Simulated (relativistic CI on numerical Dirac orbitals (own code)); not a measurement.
Calculated levels, Co⁶⁺

Computed by Dirac-Coulomb-Breit CI, orbitals from a KLI potential per configuration, model QED (radiative potential, 1s self-energy scaled to tabulated hydrogen-like ionisation energies), unscaled Slater integrals (own radial code, finite nucleus).

CI space (outside the closed core [Ne]): 3s2 3p6 3d3, 3s2 3p5 3d4, 3s2 3p6 3d2 4s, 3s2 3p6 3d2 4p, 3s 3p6 3d4, 3s2 3p6 3d2 4d, 3s2 3p6 3d2 5s, 3s2 3p6 3d2 4f, 3s2 3p6 3d2 5p, 3s2 3p6 3d2 5d, 3s2 3p6 3d2 5f, 3s2 3p6 3d2 5g, 3s2 3p6 3d 4s 4p, 3s2 3p6 3d 4s2, 3s2 3p6 4s2 4p, 3s2 3p6 4s2 4d, 3s2 3p6 4s2 5s, 3p6 3d5, 3p5 3d6. Double excitations out of closed p, d and f shells are left out; levels of such configurations are missing from the list, as are those of other unlisted configurations, and high levels can miss mixing partners.

The lowest level is 3s2 3p6 3d3 4F_3/2, with 100 % of that term; Hund's rules for 3s2 3p6 3d3 give 4F with J = 3/2, in agreement.

```
No.   Configuration  Term     J  E (cm⁻¹)    %  Next component (%)  Lifetime (s)
  1     3s2 3p6 3d3    4F   3/2         0  100                                  
  2     3s2 3p6 3d3    4F   5/2       681  100                          7.36e+01
  3     3s2 3p6 3d3    4F   7/2      1580  100                          3.18e+01
  4     3s2 3p6 3d3    4F   9/2      2657  100                          2.97e+01
  5     3s2 3p6 3d3    4P   1/2     23572   99                1 2P      5.73e+00
  6     3s2 3p6 3d3    4P   3/2     23843   97                2 2P      6.02e+00
  7     3s2 3p6 3d3    4P   5/2     24732   99                          6.09e+00
  8     3s2 3p6 3d3    2G   7/2     25498  100                          9.56e-01
  9     3s2 3p6 3d3    2G   9/2     26407   97                2 2H      5.65e-01
 10     3s2 3p6 3d3    2P   3/2     33393   52               46 2D      3.47e-01
 11     3s2 3p6 3d3    2P   1/2     33922   99                1 4P      1.20e+00
 12     3s2 3p6 3d3    2H   9/2     35175   98                2 2G      1.45e+00
 13     3s2 3p6 3d3    2H  11/2     35792  100                          4.22e+00
 14     3s2 3p6 3d3    2D   5/2     36158   99                          3.58e-01
 15     3s2 3p6 3d3    2D   3/2     36555   53               46 2P      3.41e-01
 16     3s2 3p6 3d3    2F   7/2     57558  100                          5.00e-01
 17     3s2 3p6 3d3    2F   5/2     58071   99                          6.68e-01
 18     3s2 3p6 3d3    2D   5/2     90569   99                          2.45e-02
 19     3s2 3p6 3d3    2D   3/2     90994  100                          2.41e-02
 20  3s2 3p6 3d2 4s    4F   3/2    360298  100                          4.33e-06
 21  3s2 3p6 3d2 4s    4F   5/2    360988   99                1 2F      4.30e-06
 22  3s2 3p6 3d2 4s    4F   7/2    362000   99                1 2F      4.29e-06
 23  3s2 3p6 3d2 4s    4F   9/2    363301  100                          4.30e-06
 24  3s2 3p6 3d2 4s    2F   5/2    369205   99                1 4F      2.75e-06
 25  3s2 3p6 3d2 4s    2F   7/2    371225   99                1 4F      2.74e-06
 26  3s2 3p6 3d2 4s    2D   5/2    385547   75               25 4P      3.45e-06
 27  3s2 3p6 3d2 4s    2D   3/2    385926   84               14 4P      3.46e-06
 28  3s2 3p6 3d2 4s    4P   1/2    386635  100                          3.42e-06
 29  3s2 3p6 3d2 4s    4P   3/2    387280   86               14 2D      3.42e-06
 30  3s2 3p6 3d2 4s    4P   5/2    388450   75               25 2D      3.43e-06
```

Energies count from the lowest computed level; lifetimes are radiative, by E1, M1, E2 decay to levels of this space only.

The mean weight of the leading LS term, summed over parents, in these 30 levels is 93 %, and that of the leading jj configuration (from the same eigenvectors) 63 %, so LS coupling describes them better.

At this charge configurations can still be misplaced by up to about 7 % of their energy. Terms inside the open d or f shell come out 10 to 20 % too wide with unscaled integrals. 20 of the 24 excited levels that our extract of the measured tables holds in this range could be paired (the sources list more); they are missed by 2129 cm⁻¹ on average and 5717 at most, and levels without a partner can miss by more. Some levels of the ground configuration have no partner and can miss by 10 % or more.

Landé's interval rule says that E(J) − E(J−1) = AJ with one A. For the ground term the intervals give A = 272.3, 256.8, 239.4 cm⁻¹ for J = 5/2, 7/2, 9/2; the multiplet is regular.

LS names give the leading component of a level, which can be under half, so a name can repeat, a term be missing and a line seem to break the LS rules.
